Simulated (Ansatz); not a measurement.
Mulliken charges of H4Se3Si (`[SeH][SiH]([SeH])[SeH]`) from r2SCAN/def2-TZVPP in Ansatz (PBE0-D4/def2-TZVP geometry).

```json
{"atom": "Se1", "x (Å)": "-1.184", "y (Å)": "0.895", "z (Å)": "1.785", "charge (e)": "-0.173"}
{"atom": "Si2", "x (Å)": "-0.360", "y (Å)": "-0.250", "z (Å)": "0.005", "charge (e)": "0.349"}
{"atom": "Se3", "x (Å)": "1.890", "y (Å)": "-0.576", "z (Å)": "0.015", "charge (e)": "-0.166"}
{"atom": "Se4", "x (Å)": "-0.819", "y (Å)": "0.949", "z (Å)": "-1.869", "charge (e)": "-0.167"}
{"atom": "H5", "x (Å)": "-0.231", "y (Å)": "1.997", "z (Å)": "1.599", "charge (e)": "0.077"}
{"atom": "H6", "x (Å)": "-1.076", "y (Å)": "-1.547", "z (Å)": "0.055", "charge (e)": "-0.059"}
{"atom": "H7", "x (Å)": "1.820", "y (Å)": "-1.518", "z (Å)": "1.143", "charge (e)": "0.067"}
{"atom": "H8", "x (Å)": "-0.040", "y (Å)": "0.049", "z (Å)": "-2.734", "charge (e)": "0.071"}
```

Q: By hand: the dipole of these point charges (1 e Å = 4.8032 D).

A: Σ q r = (0.067, -0.158, 0.005) e Å, of length 0.172 e Å = 0.83 D.

Q: How does the dipole of the full density compare? (Best estimate.)

A: Computed: (0.096, -0.127, 0.026) e Å, 0.77 D; the point charges give 1.08 times that, at 16° from its direction.

Point charges leave out the atoms' own dipoles, such as those of lone pairs, and Mulliken's split depends on the basis, so the close match here is no proof of good charges.
